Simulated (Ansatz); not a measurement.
Wavefunction ladder for CH6OSi2, SMILES `O=C([SiH3])[SiH3]`

Z-matrix (Å, degrees):
```
Si
C 1 1.942
H 1 1.482 2 109.7
H 1 1.488 2 108.3 3 121.4
H 1 1.488 2 108.3 3 -121.4
Si 2 1.942 1 120.3 3 179.8
O 2 1.212 1 119.9 3 -0.2
H 6 1.488 2 108.3 1 58.0
H 6 1.482 2 109.7 1 179.4
H 6 1.488 2 108.3 1 -59.2
```

Total charge 0; spin multiplicity 1. The structure was optimised at the PBE0-D4/def2-TZVP level. Frozen core, restricted reference, the Gaussian-basis code of Ansatz. CBS rows extrapolate triple and quadruple zeta; past MP2 they add the triple-zeta difference.

```json
{"basis": "def2-SVP", "HF (Eh)": "-693.77171", "MP2 corr.": "-0.51052"}
{"basis": "def2-TZVPP", "HF (Eh)": "-694.11601", "MP2 corr.": "-0.63696"}
{"basis": "def2-QZVPP", "HF (Eh)": "-694.13948", "MP2 corr.": "-0.68397"}
```

(1) Estimate the CCSD correlation energy and the (T) correction in each basis where they were run (hartree).

Results:

(1) 
| basis | CCSD corr. | (T) |
| --- | --- | --- |
| def2-SVP | -0.56421 | -0.01770 |
| def2-TZVPP | -0.68555 | -0.02802 |
| CBS(def2) | -0.76738 | as TZ |
